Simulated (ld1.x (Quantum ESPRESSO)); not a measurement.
## Ga, TM: configuration errors across variants

* Element: gallium
* Generator: ld1.x (Quantum ESPRESSO) 7.5
* Type: norm-conserving Troullier–Martins (Kleinman–Bylander form)
* Functional: PBEsol
* Relativity: scalar-relativistic
* Frozen core: [Ar]
* Valence charge: 13
* Reference configuration: 3d10 4s2 4p1
* Partial waves: 4s (bound): rc 1.50 bohr; 4p (bound): rc 1.80 bohr; 3d (bound): rc 0.75 bohr
* Local potential: all-electron potential smoothed inside 0.85 bohr (lloc = -2)
* Core correction: none

All-electron excitation energies from the reference (eV): (1) 3d10 4s2 4p0 5.679; (2) 3d10 4s1 4p0 26.815; (3) 3d10 4s0 4p0 57.936; (4) 3d9 4s2 4p1 27.710; (5) 3d10 4s2 4p0.5 2.027; (6) 3d10 4s1 4p1 13.084; (7) 3d10 4s1 4p2 6.551.

3 further variants failed, have other tests or another functional or relativity, and are left out.

A true bound ghost makes a file unfit for plane-wave use even where its test errors are small: the radial tests pick states by their node count and pass the ghost by.

Errors AE − PS in meV (a dash: test not solved or not reliable):

```tsv
change	(1)	(2)	(3)	(4)	(5)	(6)	(7)	bound ghosts
base	-2.0	-9.9	+14	-232	-0.2	+2.4	+0.8	s
wave 3d (bound): rc 0.75 bohr becomes 3d (bound): rc 0.90 bohr	-2.0	-9.4	+17	-227	-0.2	+2.6	+0.9	s
wave 4p (bound): rc 1.80 bohr becomes 4p (bound): rc 2.32 bohr	-2.1	-10	+13	-237	-0.3	+2.5	+1.0	s
all radii scaled by about 0.90 (s 1.34, p 1.62, d 0.68 bohr); local potential all-electron potential smoothed inside 0.76 bohr (lloc = -2)	-1.9	-5.2	+35	+492	+0.1	+17	+5.0	s
```

Question: Give the same row for: wave 4s (bound): rc 1.50 bohr becomes 4s (bound): rc 1.02 bohr.

Answer: -2.7, +20, +208, -300, -0.3, +37, +39; bound ghosts: s.
